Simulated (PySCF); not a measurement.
Simulated C 1s region for `C[N+](C)([GaH3-])C1CC1`, binding energy against the vacuum level.

Every computed line was given a Gaussian of 0.7 eV full width at half maximum and an area set by the number of equivalent atoms; the highest printed point is 100. Computed, not measured: delta-SCF UKS SCAN, pcX-2 on the ionised atom, pcseg-1 elsewhere, spin-free X2C (PySCF).

binding energy (eV), intensity and a bar:
```
    289.8          0 
    289.9          1 
    290.0          2 
    290.1          4 #
    290.2          8 ##
    290.3         15 ####
    290.4         25 ########
    290.5         38 ###########
    290.6         52 ###############
    290.7         62 ###################
    290.8         67 ####################
    290.9         65 ###################
    291.0         57 #################
    291.1         48 ##############
    291.2         42 #############
    291.3         42 #############
    291.4         50 ###############
    291.5         65 ###################
    291.6         82 #########################
    291.7         95 #############################
    291.8        100 ##############################
    291.9         94 ############################
    292.0         79 ########################
    292.1         60 ##################
    292.2         40 ############
    292.3         24 #######
    292.4         13 ####
    292.5          6 ##
    292.6          3 #
    292.7          1 
    292.8          0
```

Task: Count the maxima, the lines and the sites behind this envelope.

Result: The curve has 2 maxima (at 290.8 and 291.8 eV). Under it lie 3 lines from 3 inequivalent carbon sites. At this width some lines have no maximum of their own.

Task: Decompose the envelope and assign each component. Numbering: `[CH3:1][N+:2]([CH3:3])([GaH3-:4])[CH:5]1[CH2:6][CH2:7]1`.

Result: 
```
position (eV)  relative area  line  atoms                   environment
       290.81              2  C 1s  C6/C7    three-membered-ring carbon
       291.77              1  C 1s     C5  sp3 carbon bound to nitrogen
       291.81              2  C 1s  C1/C3               N-methyl carbon
```

Task: What are the centre and the root-mean-square width of the whole band?

Result: The area-weighted mean of the lines is 291.40 eV. Their own spread about it is 0.48 eV (rms) and each Gaussian has σ = 0.7/2.355 = 0.30 eV; the variances add, which gives 0.57 eV.

Lowest listed C 1s: C6/C7, bonded to 2 C and 2 H. Highest, 1.00 eV above it: C1/C3, bonded to N and 3 H. The widest gap between neighbouring values is 0.96 eV, between 290.81 and 291.77 eV. Summing the Pauling electronegativity differences to the bonded atoms, each weighted by its formal bond order, gives -0.70 for the lowest site and -0.56 for the highest; the largest sum, +0.14, belongs to C5, 0.04 eV below the top. The values 291.77 and 291.81 eV lie too close for their order to be trusted.

No satellites, vibrations or lifetime broadening are included. One atom of each set of topologically equivalent atoms was ionised and stands for the set; in this conformer not all members are related by symmetry, and their own values weren't computed. One conformer (not necessarily the lowest) at the PBE0-D3(BJ)/def2-SVP geometry, without solvent, vibrations or thermal averaging.

The values belong to the conformer `[CH3:1][N+:2]([CH3:3])([GaH3-:4])[CH:5]1[CH2:6][CH2:7]1`: C1–N2–C5–C6 83°.
